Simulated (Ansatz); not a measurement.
Species: CrF, net charge 0, sextet state. The spin state was set by rule; other spins were not relaxed. 
Structure (B3LYP-D3(BJ)/def2-TZVP (Ansatz, a program for electronic structure) minimum search):
```
Cr
F 1 1.7937
```
Charge 0, spin multiplicity 6.

Basis-set convergence of Hartree-Fock and CCSD correlation energies (hartree) with Ansatz. Valence correlation only, unless marked. UHF or UKS for open shells. Spin-orbit coupling is left out. Frozen are the shells of the preceding noble gas and the d and f shells that filled before the atom's block. Non-relativistic.

The T1 diagnostic of CCSD in the largest basis is 0.073, which is high, so the coupled-cluster rows are less sure than usual.

| basis | functions | E(HF) | E(corr, CCSD) |
|---|---|---|---|
| def2-SVPD | 57 | -1142.60923 | -0.26992 |
| def2-TZVPPD | 107 | -1142.86892 | -0.35815 |
| def2-QZVPPD | 159 | -1142.89475 | -0.38715 |

Extrapolating the two largest sets (X = 3 and 4) as X^-3: E(corr) = (64·(-0.38715) - 27·(-0.35815))/37 = -0.4083 Eh, an estimate of the basis-set limit. The largest set recovers 94.8 % of it, the smallest 66.1 %.
